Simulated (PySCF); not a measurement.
**Bond curve of RuO⁻**

Set-up: Ru def2-TZVPPD with ECP28, O def2-TZVPPD; scalar-relativistic core potentials (PySCF 2.14). Energies in eV from Ru (4d7 5s1) + O⁻ in their ground configurations at the same level. All curves are PBE0. state 1: ⁴Δ (quartet), unpaired electrons π ↑↑, δ ↑; state 2: ⁶Δ (sextet), unpaired electrons σ ↑↑, π ↑↑, δ ↑, a second solution, started from another occupation; state 3: quartet, unpaired electrons σ ↑, π ↑, δ ↑, a mixture of terms (⟨Lz²⟩ = 5.0), a second solution, started from another occupation.

```csv
R (Å),state 1,state 2,state 3
1.470,-2.719,-1.348,-1.380
1.538,-3.727,-2.592,-2.475
1.607,-4.278,-3.377,-3.127
1.658,-4.469,-3.736,-3.396
1.709,-4.519,-3.945,-3.525
1.760,-4.462,-4.034,-3.544
1.829,-4.268,-4.015,-3.445
1.914,-3.906,-3.832,-3.189
2.017,-3.382,-3.473,-2.782
2.153,-2.638,-2.886,-2.235
```

Question: Put a parabola through the three lowest points of the state 1 curve and estimate Re, k and ωe (reduced mass 13.82 u; 1 eV/Å² = 0.16022 mdyn/Å; ωe = 1302.8·√(k/μ) cm⁻¹).

Answer: Through R = 1.658, 1.709, 1.76 Å the second-order coefficient is 20.6 eV/Å², so Re ≈ 1.707 Å, k ≈ 6.59 mdyn/Å and ωe ≈ 900 cm⁻¹. A polynomial fit of higher order to the unrounded PBE0 energies gives Re = 1.705 Å, k = 6.63 mdyn/Å, ωe = 902 cm⁻¹; anharmonicity and rounding make the difference.

The higher-order fit for each curve: state 1: Re = 1.705 Å, ωe = 902 cm⁻¹, De = 4.52 eV; state 2: Re = 1.784 Å, ωe = 781 cm⁻¹, minimum 4.04 eV below the ground-state fragments; state 3: Re = 1.745 Å, ωe = 820 cm⁻¹, minimum 3.55 eV below the ground-state fragments.

The metal atom is held in its measured ground configuration; semilocal functionals can put another filling of s and d lower by some tenths of an eV, and De to that atom would be smaller. ⟨S²⟩ of the unrestricted solution departs from its pure value on part of the curve, where spin states mix. Spin–orbit coupling is left out, which matters for elements this heavy, above all for dissociation energies. For an ion De counts to the pair picked by the measured ionisation energies or electron affinities, which need not be the lowest pair at this level. The highest Kohn–Sham level is positive in this anion. Much of that is self-interaction error, but it also means that the finite basis helps to hold the extra electron. With d or f electrons several states lie close, and the lowest PBE0 determinant need not be the measured ground state.
